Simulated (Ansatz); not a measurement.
Ansatz (a first-principles code) input for CrO3, SMILES [O]=[Cr](=[O])=[O], multiplicity 1, PBE0/def2-SVPD. Geometry: PBE0-D3(BJ)/def2-SVP. The multiplicity is an assumed one; other spin states were not compared. The isomer is the one that the SMILES or the coordinates give; other isomers of the formula were not compared.

Ansatz 0.2 input:
```yaml
crystal:
  periodic: [false, false, false]
  atoms:
    - {symbol: Cr, position_ang: [-0.00000000, 0.00000000, -0.19574575]}
    - {symbol: O, position_ang: [1.30034157, -0.75075255, 0.19574575]}
    - {symbol: O, position_ang: [-1.30034156, -0.75075255, 0.19574575]}
    - {symbol: O, position_ang: [0.00000001, 1.50150510, 0.19574575]}
basis:
  gaussian:
    orbitals: def2-SVPD
hamiltonian:
  xc: {name: PBE0}
```

It prints:

```
WARN ansatz: RAYON_NUM_THREADS=1 ignored (pool sized by the plan → 1); use --threads N
Functional definition: PBE0
integrals: 0.04 GiB planned
1066 factors; their error is unknown
mean field: 0.37 GiB planned
mean field evaluation 1: about -34517.0400 eV, gradient 1.2e2 eV
mean field evaluation 2: about -34126.7500 eV, gradient 4.2e2 eV
mean field evaluation 4: about -34539.9217 eV, gradient 1.8e1 eV
mean field evaluation 8: about -34540.4874 eV, gradient 1.1e0 eV
mean field evaluation 16: about -34540.6997 eV, gradient 7.7e-3 eV
mean field -34540.69973323 eV, -1269.3473026692 hartree, gradient 5.0e-5 eV, S^2 0.000000; 0 other end points of the search recorded, 0 dependent functions left out
reference -34540.69976616 eV, -1269.3473038792 hartree; 24, 24 occupied and 79, 79 virtual orbitals, 1066 factors
Total energy: -34540.69976616 eV, -1269.3473038792 hartree
```

Self-consistency was reached.

Cost: very roughly 3 core-seconds.
